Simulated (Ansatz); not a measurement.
Species: GaHF2, charge 0, singlet. GaHF2 (SMILES [F][GaH][F]).
B3LYP-D3(BJ)/def2-TZVP minimum from Ansatz (a first-principles code):
```
Ga
F 1 1.7505
F 1 1.7505 2 111.89
H 1 1.5364 2 124.06 3 -180.00
```
Charge 0, spin multiplicity 1.

Total energies in cc-pVTZ, 18 correlated electrons, 16 frozen orbitals. Open shells are spin-unrestricted; no spin-orbit coupling. Cores are frozen in correlated methods (noble-gas shells, and filled d and f shells in the p block). No relativity.

| method | program | energy (Eh) | minus CCSDT(Q) (mEh) |
|---|---|---|---|
| HF | Ansatz | -2122.90661 | 611.27 |
| MP2 | Ansatz | -2123.49781 | 20.07 |
| CCSD | Ansatz | -2123.49994 | 17.94 |
| CCSD(T) | Ansatz | -2123.51697 | 0.91 |
| CCSDT(Q) | Ansatz | -2123.51788 | 0.00 |

Rough core times of Ansatz's runs on a shared machine: CCSD(T) under 20 s, CCSDT(Q) 10 min.
